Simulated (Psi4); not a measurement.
AgCl, singlet, at a GFN2-xTB geometry (such geometries of metal compounds can be far from the true shape) (core potentials on Ag); HF/def2-TZVP run with Psi4.

Psi4 was given this input:
```
memory 2 GB

molecule mol {
0 1
  Ag   -0.000000   -0.000000   -0.587250
  Cl    0.000000    0.000000    1.623573
}

set basis def2-tzvp
set reference rhf
set damping_percentage 20

energy('scf')
print_variables()
```

Q: Write the output that Psi4 gives for this input, abridged.

A: 
```
   => Loading Basis Set <=

    Name: DEF2-TZVP
    Role: ORBITAL
    Keyword: BASIS

    !!!  WARNING: ECP capability is in beta. Please check occupations closely.  !!!

         ---------------------------------------------------------
                                   SCF
               by Justin Turney, Rob Parrish, Andy Simmonett
                          and Daniel G. A. Smith
                              RHF Reference
         ---------------------------------------------------------

  ==> Geometry <==

    Molecular point group: c2v
    Full point group: C_inf_v

    Geometry (in Angstrom), charge = 0, multiplicity = 1:

       Center              X                  Y                   Z               Mass
    ------------   -----------------  -----------------  -----------------  -----------------
         AG           0.000000000000     0.000000000000    -0.544919958236   106.905091600000
         CL           0.000000000000     0.000000000000     1.665903041764    34.968852682000

  Running in c2v symmetry.

  Rotational constants: A = ************  B =      0.13089  C =      0.13089 [cm^-1]
  Rotational constants: A = ************  B =   3924.02821  C =   3924.02821 [MHz]
  Nuclear repulsion =   77.312493603698712

  Charge       = 0
  Multiplicity = 1
  Electrons    = 36
  Nalpha       = 18
  Nbeta        = 18

  ==> Algorithm <==

  SCF Algorithm Type is DF.
  DIIS enabled.
  MOM disabled.
  Fractional occupation disabled.
  Guess Type is SAD.
  Energy threshold   = 1.00e-06
  Density threshold  = 1.00e-06
  Integral threshold = 1.00e-12

  ==> Primary Basis <==

  Basis Set: DEF2-TZVP
    Blend: DEF2-TZVP
    Number of shells: 27
    Number of basis functions: 77
    Number of Cartesian functions: 88
    Spherical Harmonics?: true
    Max angular momentum: 3

  Core potential: DEF2-TZVP
    Number of shells: 4
    Number of ECP primitives: 14
    Number of ECP core electrons: 28
    Max angular momentum: 3

   => Loading Basis Set <=

    Name: (DEF2-TZVP AUX)
    Role: JKFIT
    Keyword: DF_BASIS_SCF

  ==> Integral Setup <==

  SCF_SUBTYPE=INCORE selected. In-core MEM_DF algorithm will be used.
  Using in-core AOs.

  ==> MemDFJK: Density-Fitted J/K Matrices <==

    J tasked:                   Yes
    K tasked:                   Yes
    wK tasked:                   No
    Algorithm:                 Core
    Schwarz Cutoff:           1E-12
    Mask sparsity (%):       0.6409
    Fitting Condition:        1E-10

   => Auxiliary Basis Set <=

  Basis Set: (DEF2-TZVP AUX)
    Blend: DEF2-UNIVERSAL-JKFIT
    Number of shells: 87
    Number of basis functions: 383
    Number of Cartesian functions: 539
    Spherical Harmonics?: true
    Max angular momentum: 6

  Minimum eigenvalue in the overlap matrix is 1.1820070507E-02.
  Reciprocal condition number of the overlap matrix is 3.1541463072E-03.
    Using symmetric orthogonalization.

  ==> Pre-Iterations <==

  SCF Guess: Superposition of Atomic Densities via on-the-fly atomic UHF (no occupation information).

   -------------------------
    Irrep   Nso     Nmo
   -------------------------
     A1        34      34
     A2         7       7
     B1        18      18
     B2        18      18
   -------------------------
    Total      77      77
   -------------------------

  ==> Iterations <==

                           Total Energy        Delta E     RMS |[F,P]|

   @DF-RHF iter SAD:  -605.15936994589902   -6.05159e+02   0.00000e+00
   @DF-RHF iter   1:  -605.60475053215600   -4.45381e-01   7.66368e-03 ADIIS/DIIS
   @DF-RHF iter   2:  -605.65604814821700   -5.12976e-02   3.88654e-03 ADIIS/DIIS/DAMP=20%
   @DF-RHF iter   3:  -605.51909978414824    1.36948e-01   7.85596e-04 ADIIS/DIIS/DAMP=20%
   @DF-RHF iter   4:  -605.64263912140109   -1.23539e-01   4.83913e-04 ADIIS/DIIS/DAMP=20%
   @DF-RHF iter   5:  -605.65866062465045   -1.60215e-02   1.87303e-04 ADIIS/DIIS/DAMP=20%
   @DF-RHF iter   6:  -605.65962068915621   -9.60065e-04   5.83289e-05 DIIS/DAMP=20%
   @DF-RHF iter   7:  -605.66819659092971   -8.57590e-03   1.83604e-05 DIIS/DAMP=20%
   @DF-RHF iter   8:  -605.66669718594142    1.49940e-03   7.81413e-06 DIIS/DAMP=20%
   @DF-RHF iter   9:  -605.66649554374123    2.01642e-04   1.57143e-06 DIIS/DAMP=20%
   @DF-RHF iter  10:  -605.66661796089375   -1.22417e-04   5.52583e-07 DIIS/DAMP=20%
   @DF-RHF iter  11:  -605.66667423803983   -5.62771e-05   1.49800e-07 DIIS/DAMP=20%
   @DF-RHF iter  12:  -605.66667570357686   -1.46554e-06   6.30090e-08 DIIS/DAMP=20%
   @DF-RHF iter  13:  -605.66667735373380   -1.65016e-06   5.96106e-08 DIIS/DAMP=20%
   @DF-RHF iter  14:  -605.66667639738716    9.56347e-07   2.53660e-08 DIIS/DAMP=20%
  Energy and wave function converged.

  ==> Post-Iterations <==

    Orbital Energies [Eh]
    ---------------------

    Doubly Occupied:

       1A1  -104.744931     2A1   -10.473588     3A1    -7.940366
       1B1    -7.939404     1B2    -7.939404     4A1    -4.377983
       5A1    -2.835569     2B1    -2.831301     2B2    -2.831301
       6A1    -0.995051     7A1    -0.576063     3B1    -0.568270
       3B2    -0.568270     8A1    -0.555509     1A2    -0.555509
       9A1    -0.391259     4B1    -0.382465     4B2    -0.382465

    Virtual:

      10A1    -0.015114     5B1     0.066968     5B2     0.066968
      11A1     0.126091    12A1     0.190896     6B2     0.295229
       6B1     0.295229    13A1     0.396001    14A1     0.484310
      15A1     0.514433     2A2     0.514433     7B1     0.540867
       7B2     0.540867     8B1     0.586197     8B2     0.586197
      16A1     0.718481    17A1     0.728523     3A2     0.728523
      18A1     0.805749     9B1     0.854937     9B2     0.854937
      19A1     1.257613    20A1     1.843074    10B1     1.883032
      10B2     1.883032    21A1     2.168514    22A1     2.171559
       4A2     2.171559    11B1     2.229809    11B2     2.229809
      12B1     2.263195    12B2     2.263195    23A1     2.324798
      24A1     2.366134     5A2     2.366134    25A1     2.386229
       6A2     2.479931    26A1     2.479931    13B1     2.488351
      13B2     2.488351    14B1     2.604798    14B2     2.604798
      27A1     2.633850    15B1     2.650812    15B2     2.650812
      28A1     2.890544    16B2     2.951564    16B1     2.951564
      29A1     2.951950     7A2     2.951950    17B1     3.021193
      17B2     3.021193    30A1     3.545974    18B2    11.555452
      18B1    11.555452    31A1    11.664802    32A1    25.489893
      33A1    33.877076    34A1   111.189456

    Final Occupation by Irrep:
             A1    A2    B1    B2
    DOCC [     9,    1,    4,    4 ]
    NA   [     9,    1,    4,    4 ]
    NB   [     9,    1,    4,    4 ]

  @DF-RHF Final Energy:  -605.66667639738716

   => Energetics <=

    Nuclear Repulsion Energy =             77.3124936036987123
    One-Electron Energy =               -1052.1809170407427700
    Two-Electron Energy =                 369.2017470396568228
    Total Energy =                       -605.6666763973871639

Computation Completed

Properties will be evaluated at   0.000000,   0.000000,   0.000000 [a0]

Properties computed using the SCF density matrix

 Multipole Moments:

 ------------------------------------------------------------------------------------
     Multipole            Electronic (a.u.)      Nuclear  (a.u.)        Total (a.u.)
 ------------------------------------------------------------------------------------

 L = 1.  Multiply by 2.5417464519 to convert [e a0] to [Debye]
 Dipole X            :          0.0000000            0.0000000            0.0000000
 Dipole Y            :          0.0000000            0.0000000            0.0000000
 Dipole Z            :        -36.6205456           33.9524684           -2.6680772
 Magnitude           :                                                    2.6680772

 ------------------------------------------------------------------------------------

  Variable Map:
  ----------------------------------------------------------------------------
  "CURRENT ENERGY"           =>    -605.666676397387
  "CURRENT REFERENCE ENERGY" =>    -605.666676397387
  "DD SOLVATION ENERGY"      =>       0.000000000000
  "HF KINETIC ENERGY"        =>     516.341500532015
  "HF POTENTIAL ENERGY"      =>   -1122.008176929402
  "HF TOTAL ENERGY"          =>    -605.666676397387
  "HF VIRIAL RATIO"          =>       2.172996313047
  "NUCLEAR REPULSION ENERGY" =>      77.312493603699
  "ONE-ELECTRON ENERGY"      =>   -1052.180917040743
  "PCM POLARIZATION ENERGY"  =>       0.000000000000
  "PE ENERGY"                =>       0.000000000000
  "SCF ITERATION ENERGY"     =>    -605.666676397387
  "SCF ITERATIONS"           =>      14.000000000000
  "SCF TOTAL ENERGY"         =>    -605.666676397387
  "TWO-ELECTRON ENERGY"      =>     369.201747039657

  Array Variable Map:
  ----------------------------------------------------------------------------
  "CURRENT DIPOLE"           =>       0.000000000000 ... -2.668077241083 1 by 3
  "SCF DIPOLE"               =>       0.000000000000 ... -2.668077241083 1 by 3
  "SCF TOTAL ENERGIES"       =>    -605.159369945899 ... -605.666676397387 1 by 15
```
